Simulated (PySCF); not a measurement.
Compound: C8H6N (doublet state).
SMILES with atom numbers: `[CH:1]#[C:2][C@H:3]1[CH:4][C:5]([C:6]#[N:7])=[CH:8][CH2:9]1` (hydrogens: H10 on C1; H11 on C3; H12 on C4; H13 on C8; H14, H15 on C9)

Computed, not measured: UKS B3LYP, pcH-1 on C H N, non-relativistic, mean-field spin-orbit, GIAO in PySCF. Isolated species at its GFN2-xTB geometry, gas phase. A GFN2-xTB geometry isn't a minimum of the functional, and hyperfine couplings can be far from their values at a DFT geometry. The SCF solution wasn't tested for stability. ⟨S²⟩ is 0.782 where a pure state has 0.75.

Principal values of hyperfine tensors in MHz (contact and dipolar terms together), for some of the nuclei:

```csv
atom,isotope,A1,A2,A3
H15,1H,67.47,69.41,77.41
H11,1H,66.16,67.61,75.75
C4,13C,6.34,7.79,164.96
C8,13C,4.65,6.13,160.74
C2,13C,47.53,47.91,53.36
C5,13C,-77.42,-36.62,-33.67
H12,1H,-70.32,-45.04,-17.95
H13,1H,-69.10,-44.04,-17.47
```

**Question.** Split each tensor into its isotropic and traceless parts, and turn a_iso into mT with g = 2.0026.

**Answer.** a_iso = (A1 + A2 + A3)/3, Ti = Ai − a_iso; 1 mT corresponds to 28.029 MHz.

| atom | a_iso (MHz) | a_iso (mT) | T1 | T2 | T3 |
| --- | --- | --- | --- | --- | --- |
| H15 | 71.43 | 2.548 | -3.96 | -2.02 | 5.98 |
| H11 | 69.84 | 2.492 | -3.68 | -2.23 | 5.91 |
| C4 | 59.70 | 2.130 | -53.36 | -51.90 | 105.26 |
| C8 | 57.18 | 2.040 | -52.53 | -51.04 | 103.57 |
| C2 | 49.60 | 1.770 | -2.07 | -1.69 | 3.76 |
| C5 | -49.24 | -1.757 | -28.19 | 12.62 | 15.57 |
| H12 | -44.44 | -1.585 | -25.88 | -0.61 | 26.49 |
| H13 | -43.54 | -1.553 | -25.56 | -0.50 | 26.07 |

**Question.** What spin density at the nucleus of C4 lies behind its contact coupling (g_N = 1.40482)?

**Answer.** a_FC = (2μ0/3) gₑ μB g_N μN ρ(0)/(2S·h) = 800.24 MHz × g_N × ρ(0)/(2S), with ρ in bohr⁻³. With a_FC = 59.70 MHz and 2S = 1, ρ(0) = 0.0531 bohr⁻³.

**Question.** H14 (1H, g_N = 5.58569) isn't in the table. Its spin density at the nucleus is 0.01675 bohr⁻³. What is its contact coupling?

**Answer.** By the same relation, a_FC = 74.9 MHz. Its full tensor has the principal values 71.03, 72.82, 80.82 MHz.

**Question.** In a single crystal, with the field along each principal axis of the tensor of H15 in turn, what first-order splitting does this nucleus give (isotropic g, quadrupole terms neglected)?

**Answer.** 2 lines (I = 1/2), spaced by |A_i|/(g × 13.996): 2.41, 2.48, 2.76 mT along the axes of A1, A2 and A3.
